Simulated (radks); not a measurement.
Task: Pm IV, configuration [Xe] 4f3 5f1 (not the ground configuration). Calculated with a radial shooting solver on a logarithmic mesh with Libxc functionals: Dirac Kohn-Sham, PBE, spin-unpolarised, spherical densities, finite nucleus; open shells fill j = l - 1/2 first; Fermi nuclear charge, rms radius 4.962 fm.

Spin-orbit splittings of the eigenvalues, e(l+1/2) - e(l-1/2), with zeta = 2 splitting/(2l+1) and mean radii in bohr:

| shell | occ. | splitting (eV) | zeta (eV) | <r> j=l-1/2 | <r> j=l+1/2 |
|---|---|---|---|---|---|
| 2p | 6 | 560.1 | 373.4 | 0.08245 | 0.08897 |
| 3p | 6 | 112.6 | 75.06 | 0.2498 | 0.2624 |
| 3d | 10 | 24.38 | 9.754 | 0.2340 | 0.2379 |
| 4p | 6 | 24.87 | 16.58 | 0.6052 | 0.6330 |
| 4d | 10 | 4.476 | 1.790 | 0.6745 | 0.6842 |
| 4f | 3 | ? | ? | 0.8714 | 0.8789 |
| 5p | 6 | 4.016 | 2.677 | 1.507 | 1.578 |
| 5f | 1 | 0.02331 | 0.006661 | 4.166 | 4.179 |

Estimate the 4f splitting.

Result: 0.5819 eV (zeta = 0.1663 eV).
